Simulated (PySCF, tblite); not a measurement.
Isomers of C7H13PSi. Level: GFN2-xTB in tblite, geometry and Hessian alike; calculated harmonic values, unscaled, isolated species. The method is semi-empirical: single wavenumbers can be off by several per cent or more. Modes of hydrogen on phosphorus and silicon can be 10 to 20 % off. One conformer each.

Electronic energies: PBE0/pcSseg-1 single points on the GFN2-xTB geometries (PySCF, gas phase).

```csv
SMILES,"electronic energy, lowest = 0 (kJ/mol)"
CCP1C=CC([SiH3])C=C1,0.0
C=CC(=C)[Si@H](P)C1CC1,57.8
C#CP(C1CC1)[SiH](C)C,78.9
```

Q: How do GFN2-xTB zero-point energies change the relative energies?

A: 
| SMILES | ZPE (kJ/mol) | of it from modes above 1550 cm⁻¹ | electronic (kJ/mol) | with ZPE, lowest = 0 (kJ/mol) | lowest mode (cm⁻¹) | rings |
| --- | --- | --- | --- | --- | --- | --- |
| CCP1C=CC([SiH3])C=C1 | 449.3 | 240.2 | 0.0 | 0.0 | 50 | 1 |
| C=CC(=C)[Si@H](P)C1CC1 | 448.9 | 244.8 | 57.8 | 57.4 | 27 | 1 |
| C#CP(C1CC1)[SiH](C)C | 453.1 | 246.8 | 78.9 | 82.7 | 23 | 1 |

The zero-point energies span 4.2 kJ/mol, from `C=CC(=C)[Si@H](P)C1CC1` to `C#CP(C1CC1)[SiH](C)C`. The order is unchanged.

Q: And how do the electronic energies of GFN2-xTB itself compare?

A: `CCP1C=CC([SiH3])C=C1` 0.0; `C=CC(=C)[Si@H](P)C1CC1` 133.3; `C#CP(C1CC1)[SiH](C)C` 165.4 kJ/mol, lowest = 0. Against the energies above, taken from the same isomer `CCP1C=CC([SiH3])C=C1`, the largest difference is 86.5 kJ/mol.
